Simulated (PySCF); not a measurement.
Bond stretch in CH6Ge, SMILES [CH3][GeH3]. The Ge2–H8 bond (Ge2 also carries C, H, H; H8 carries nothing else) is varied alone, starting from the PBE0/def2-TZVP optimised geometry.

Levels: RKS-LDA (SVWN5)/6-31G* = restricted LDA (SVWN5)/6-31G*, spherical d (PySCF); UKS-B3LYP/6-31G* = PySCF 2.14.0 with unrestricted B3LYP/6-31G*, spherical d; UCCSD(T) = CCSD(T) on UHF/cc-pVDZ, 10 core orbitals frozen (PySCF 2.14.0).

Energies relative to the lowest point of each curve near equilibrium, in kJ/mol:

```json
[
 {"R / Å": "1.23", "RKS-LDA (SVWN5)/6-31G*": "128.8", "UKS-B3LYP/6-31G*": "131.8"},
 {"R / Å": "1.39", "RKS-LDA (SVWN5)/6-31G*": "24.3", "UKS-B3LYP/6-31G*": "25.1"},
 {"R / Å": "1.49", "RKS-LDA (SVWN5)/6-31G*": "2.7", "UKS-B3LYP/6-31G*": "2.9"},
 {"R / Å": "1.57", "RKS-LDA (SVWN5)/6-31G*": "0.3", "UKS-B3LYP/6-31G*": "0.3"},
 {"R / Å": "1.62", "RKS-LDA (SVWN5)/6-31G*": "3.6", "UKS-B3LYP/6-31G*": "3.5"},
 {"R / Å": "1.68", "RKS-LDA (SVWN5)/6-31G*": "11.2", "UKS-B3LYP/6-31G*": "11.2"},
 {"R / Å": "1.78", "RKS-LDA (SVWN5)/6-31G*": "30.3", "UKS-B3LYP/6-31G*": "30.6"},
 {"R / Å": "1.89", "RKS-LDA (SVWN5)/6-31G*": "57.2", "UKS-B3LYP/6-31G*": "58.0"},
 {"R / Å": "2.07", "RKS-LDA (SVWN5)/6-31G*": "107.3", "UKS-B3LYP/6-31G*": "109.2"},
 {"R / Å": "3.10", "RKS-LDA (SVWN5)/6-31G*": "348.4", "UKS-B3LYP/6-31G*": "331.1"},
 {"R / Å": "4.17", "RKS-LDA (SVWN5)/6-31G*": "459.8", "UKS-B3LYP/6-31G*": "365.1"},
 {"R / Å": "4.67", "RKS-LDA (SVWN5)/6-31G*": "483.2", "UKS-B3LYP/6-31G*": "367.4"}
]
```

Predict the corresponding UCCSD(T) column.

1.23: 127.7; 1.39: 23.3; 1.49: 2.3; 1.57: 0.6; 1.62: 4.5; 1.68: 12.9; 1.78: 33.6; 1.89: 62.3; 2.07: 114.8; 3.10: 333.5; 4.17: 362.8; 4.67: 363.6 (kJ/mol).

The restricted form behind RKS-LDA (SVWN5)/6-31G* keeps the bonding electrons paired and can't separate into open-shell fragments. The unrestricted determinant behind UKS-B3LYP/6-31G* is spin-contaminated at 2.76 to 5.32 Å (<S²> up to 1.0, against 0.00 for a pure singlet). The unrestricted determinant behind UCCSD(T) is spin-contaminated at 2.33 to 5.32 Å (<S²> up to 1.0, against 0.00 for a pure singlet).
